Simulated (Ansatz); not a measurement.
H₃As, charge +1, doublet, geometry from GFN2-xTB (a state made from the parent by changing its charge; the spin is typed, not shown lowest); B3LYP5/def2-TZVP in Ansatz (an electronic-structure program).

Ansatz was given this input:
Ansatz 0.2 input:
```yaml
crystal:
  periodic: [false, false, false]
  atoms:
    - {symbol: As, position_ang: [-0.00081235, -0.00009111, 0.04565690]}
    - {symbol: H, position_ang: [-0.80100351, -1.13200543, -0.51889760]}
    - {symbol: H, position_ang: [-0.56717943, 1.26907846, -0.50994607]}
    - {symbol: H, position_ang: [1.39499045, -0.13406654, -0.47783411]}
basis:
  gaussian:
    orbitals: def2-TZVP
hamiltonian:
  xc: b3lyp5
total_charge: 1
magnetization: {spin_polarized: true, initial_magnetization: 1}
accuracy: high
```

It wrote (shortened):

```
Functional definition: B3LYP5
1050 factors; integrals over basis functions are off by at most 4.7e-9 eV
mean field evaluation 1: about -60877.0170 eV, gradient 9.4e0 eV
mean field evaluation 2: about -60877.4576 eV, gradient 5.0e0 eV
mean field evaluation 4: about -60877.5760 eV, gradient 2.2e-1 eV
mean field evaluation 8: about -60877.6043 eV, gradient 1.3e-2 eV
mean field evaluation 16: about -60877.6043 eV, gradient 3.8e-6 eV
mean field -60877.60425963 eV, -2237.2106922192 hartree, gradient 2.9e-8 eV, S^2 0.751345; 0 other end points of the search recorded, 0 dependent functions left out
reference -60877.60428945 eV, -2237.2106933150 hartree; 18, 17 occupied and 48, 49 virtual orbitals, 1050 factors
Total energy: -60877.60428945 eV, -2237.2106933150 hartree
```
